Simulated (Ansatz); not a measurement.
Consider the formal exchange of groups at a C–C bond: `CCC(C)C#N` + `[F][SnH3]` → `N#[C][SnH2][F]` + `CCCC`.

Isolated molecules relaxed with PBE0-D4/def2-TZVP in Ansatz; ΔE leaves out vibrations. CCSD(T)/CBS adds triple-zeta CCSD(T) − MP2 to the extrapolated MP2 energy (def2 sets, frozen cores). DFT in def2-TZVPP. def2 core potentials past Kr. For Sn outer-core shells are correlated without core-valence functions, which leaves a few kJ/mol of doubt a bond. Each species was taken in one conformer, which may not be the lowest.

| level | ΔE (kJ/mol) | difference from CCSD(T)/CBS |
| --- | --- | --- |
| BLYP-D4 | -15.9 | 6.9 |
| B97M-V | -10.4 | 12.4 |
| BHLYP-D4 | -15.8 | 7.0 |
| PBE-QIDH | -15.5 | 7.3 |
| PBE | -13.8 | 9.0 |
| CAM-B3LYP | -16.3 | 6.5 |
| CCSD/def2-SVP | -15.1 | 7.7 |
| CCSD(T)/def2-SVP | -14.2 | 8.6 |
| CCSD(T)/def2-TZVPP | -22.2 | 0.6 |
| HF/CBS(def2) | -23.0 | -0.2 |
| CCSD(T)/CBS | -22.8 | 0 |

Largest T1 diagnostic among the species: 0.014.

The D4 term adds +4.4 kJ/mol with B3LYP and +2.7 kJ/mol with PBE0; it sums over pairs of atoms, weighted by their polarisabilities, and B3LYP, whose exchange is more repulsive, gets the larger term. At CCSD(T), def2-SVP lies +8.6 kJ/mol from the extrapolated value and def2-TZVPP +0.6 kJ/mol. From BLYP to BHLYP (50 % exact exchange), in def2-TZVPP and without D4, ΔE moves by +3.8 kJ/mol.

B3LYP here is the variant with VWN-RPA as its local correlation; programs differ in this.
